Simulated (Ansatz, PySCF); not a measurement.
Stepwise substitution at one centre (Ga Cl-OH). Gas-phase values, no solvent. One relaxed conformer stands for each flexible species; it need not be the lowest. Strings in code marks are SMILES.

Quantity: vertical ionisation energy (energy after one electron is removed minus that of the parent at the parent's geometry), in eV.

Level 1: frozen-core CCSD(T)/cc-pVTZ // r2SCAN-D4/def2-TZVP (Ansatz, a quantum-chemistry and plane-wave program)
Level 2: minus the HOMO energy of B3LYP/6-31G* // r2SCAN-D4/def2-TZVP (PySCF)
Level 3: minus the HOMO energy of HF/6-31G* // r2SCAN-D4/def2-TZVP (PySCF)
Level 4: minus the HOMO energy of r2SCAN-D4/def2-TZVP (PySCF)

```csv
species,level 1,level 2,level 3,level 4
`[OH][Ga]([Cl])[Cl]` (H–O–Ga–Cl torsion 180°),11.95,9.05,12.79,8.29
"`[OH][Ga]([OH])[Cl]` (H–O–Ga–Cl torsion 0°, Cl–Ga–O–H torsion 180°)",11.86,8.67,12.77,7.90
`[OH][Ga]([OH])[OH]`,11.76,8.32,13.29,7.61
```
